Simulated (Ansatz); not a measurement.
ClH2InOS (`[OH][In]([SH])[Cl]`) at its PBE0-D4/def2-TZVP geometry, where that method's forces vanish. Charge 0, multiplicity 1. In: def2 effective core potential.

```xyz
6

O     0.5015   -0.0547    1.7183
In    0.5863   -0.0545   -0.2493
S    -1.2621    0.1277   -1.7125
Cl    2.7143   -0.2532   -1.1114
H    -0.3931    0.0266    2.0585
H    -2.1470    0.2080   -0.7036
```

Task: What forces (eV/Å) does PBE-D4/def2-TZVPP give on these atoms in Ansatz 0.2.0? (Estimate.)

Result: The calculation gave: 
```
O1   0.503 -0.049  0.384
In2 -0.087  0.009 -0.205
S3  -0.066  0.008 -0.410
Cl4  0.284 -0.026 -0.107
H5  -0.478  0.044  0.135
H6  -0.156  0.014  0.204
```
